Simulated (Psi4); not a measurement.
palladium atom (Pd), singlet (core potentials on Pd). Base run: Psi4 with B3LYP/def2-SV(P).

Psi4 was given this input:
```
memory 2 GB

molecule mol {
0 1
Pd    0.000000    0.000000    0.000000
}

set {
  basis def2-sv(p)
  reference rks
}

energy('b3lyp')
print_variables()
```

Variants of this job, named by their change:

```csv
change,ΔE vs base (µEh),SCF cycles,grid points,basis functions
base,0.0,8,21436,24
dft_radial_points = 50,21.7,8,14194,24
dft_radial_points = 99,1.6,8,27784,24
scf_type = cd,-114,8,21436,24
dft_radial_scheme = becke,1.5,8,18422,24
puream = true,0.0,8,21436,24
d_convergence = 1e-10,0.0,11,21436,24
scf_initial_accelerator = ediis,0.0,8,21436,24
level_shift = 0.3,0.0,20,21436,24
dft_radial_points = 150,1.9,8,42058,24
dft_spherical_points = 590,0.0,8,41300,24
damping_percentage = 20,1.9,23,21436,24
scf_type = mem_df,0.0,8,21436,24
```
